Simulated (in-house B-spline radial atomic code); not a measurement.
Computed with a B-spline radial atomic code. Model: two electrons, singlet ground state, non-relativistic, full CI in B-splines with partial waves to l = 8 (at full coupling up to 3e-4 hartree above the limit, correlation up to 0.6 % small), density held at that of full coupling by Lieb maximisation.

W(λ) is the mean repulsion in the state of coupling λ less the Hartree energy of the fixed density. Its start is exact exchange, its initial slope is twice the second-order Görling-Levy correlation energy, and its area from 0 to 1 is E_xc. A straight curve means weak, dynamic correlation, and a curve that drops fast and flattens means strong correlation.

Command:
```bash
python run_ac.py task.json out
```
Settings (lengths in bohr, energies in hartree):
```
potential              harmonic
strength               0.302
lmax                   8
```

Cost of the run: 9 s on 1 thread of Intel(R) Xeon(R) Processor @ 2.30GHz (shared host).

**W = mean repulsion less Hartree energy, and W of three functionals.**

Given: confinement harmonic well; well frequency 0.302 hartree; external potential omega^2 r^2/2.

Computed: PBE exchange minus exact 16.662 millihartree; SCAN exchange minus exact 0.58202 millihartree.

| coupling | W xc (hartree) | W xc minus exchange (millihartree) | kinetic minus Kohn-Sham (millihartree) | LDA (PW92) W minus its exchange (millihartree) | PBE W minus its exchange (millihartree) | SCAN W minus its exchange (millihartree) |
| --- | --- | --- | --- | --- | --- | --- |
| 0 | -0.39137 | 0 | 0 | 0 | 0 | 0 |
| 0.02 | -0.39339 | -2.015 | 0.02 | -9.77 | -3.33 | -1.88 |
| 0.05 | ? | ? | ? | ? | ? | ? |
| 0.12 | -0.40276 | -11.386 | 0.67 | -35.03 | -16.97 | -10.41 |
| 0.25 | -0.41339 | -22.017 | 2.62 | -55.52 | -30.75 | -20.04 |
| 0.4 | -0.42385 | -32.472 | 5.99 | -72.72 | -43.52 | -29.63 |
| 0.6 | -0.43539 | -44.014 | 11.72 | -90.08 | -57.26 | -40.51 |
| 0.8 | -0.44482 | -53.443 | 18.29 | -103.64 | -68.44 | -49.7 |
| 1 | -0.45264 | -61.266 | 25.31 | -114.7 | -77.82 | -57.58 |
| 1.4 | -0.46484 | -73.463 | 39.82 | -131.97 | -92.83 | -70.4 |
| 2 | -0.47763 | -86.254 | 61.31 | -150.55 | -109.39 | -84.57 |
| 3 | -0.49118 | -99.81 | 94.63 | -171.25 | -128.22 | -100.24 |
| 4.5 | -0.5032 | -111.82 | 138.86 | -190.85 | -146.35 | -114.19 |
| 7 | ? | ? | ? | ? | ? | ? |
| 10 | -0.52213 | -130.75 | 266.53 | -224.79 | -178.21 | -133.95 |

Problem. What belongs in the row 0.05?

Solution. W xc (hartree): -0.39632; W xc minus exchange (millihartree): -4.946; kinetic minus Kohn-Sham (millihartree): 0.12; LDA (PW92) W minus its exchange (millihartree): -19.21; PBE W minus its exchange (millihartree): -7.85; SCAN W minus its exchange (millihartree): -4.56.

Problem. What belongs in the row 7?

Solution. W xc (hartree): -0.51441; W xc minus exchange (millihartree): -123.03; kinetic minus Kohn-Sham (millihartree): 201.91; LDA (PW92) W minus its exchange (millihartree): -210.47; PBE W minus its exchange (millihartree): -164.7; SCAN W minus its exchange (millihartree): -126.46.

Problem. What is the LDA exchange minus exact?

Solution. 56.129 millihartree.

**Energy parts, natural occupations and partial-wave weights.**

Computed: total energy 1.2835 hartree; exchange energy -0.39137 hartree; kinetic part of the DFT correlation energy 0.025309 hartree; initial slope twice GL2 -0.10194 hartree; kinetic part over minus potential part 0.41311; Kohn-Sham kinetic 0.36885 hartree; Lieb Oxford ratio E_xc over LDA exchange 1.2747.

```
natural  occupation of the shell (electrons)
      s                               1.9219
      p                             0.072459
      s                            0.0037424
      d                            0.0013086
      p                                    ?
      f                            0.0001446
```

Problem. What belongs in the row p?

Solution. occupation of the shell (electrons): 0.00030271.

```tsv
wave	weight
s	0.96283
p	0.036389
d	0.00068114
f	?
g	1.7032e-05
```

Problem. What belongs in the row f?

Solution. weight: 7.9393e-05.

Problem. What is the correlation energy?

Solution. -0.035956 hartree.

Problem. What is the Hartree energy?

Solution. 0.78275 hartree.

Half-way to full coupling W has made 62 % of its drop, against 50 % for a straight line, and second-order (GL2) theory, half the initial slope, overshoots the correlation energy by about 42 %: a marked bend. Over couplings 0 to 1 the errors in E_xc come to about +17 millihartree for LDA, +5.5 millihartree for PBE, +3.3 millihartree for SCAN, so SCAN is nearest. In LDA and PBE the errors of exchange and correlation have opposite signs, so the sum is smaller than the larger of the two.
